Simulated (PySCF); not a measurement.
A structure optimised at B3LYP-D3(BJ)/def2-TZVP, used in a PySCF frequency run:

```xyz
8

Si    -0.4837     0.1505     0.0000
C      0.3575    -1.5065     0.0000
F      0.6303     1.3137     0.0000
H     -1.3134     0.3373    -1.2109
H     -1.3134     0.3373     1.2109
H      0.9846    -1.6298     0.8849
H     -0.3880    -2.3061     0.0000
H      0.9846    -1.6298    -0.8849
```
Charge 0, spin multiplicity 1.

Problem. Write its SMILES, formula and point group.

Solution. C[SiH2]F, CH₅FSi, Cs

Problem. What are its rotational constants (standard atomic weights)?

Solution. 19.868, 6.6617, 5.4795 GHz
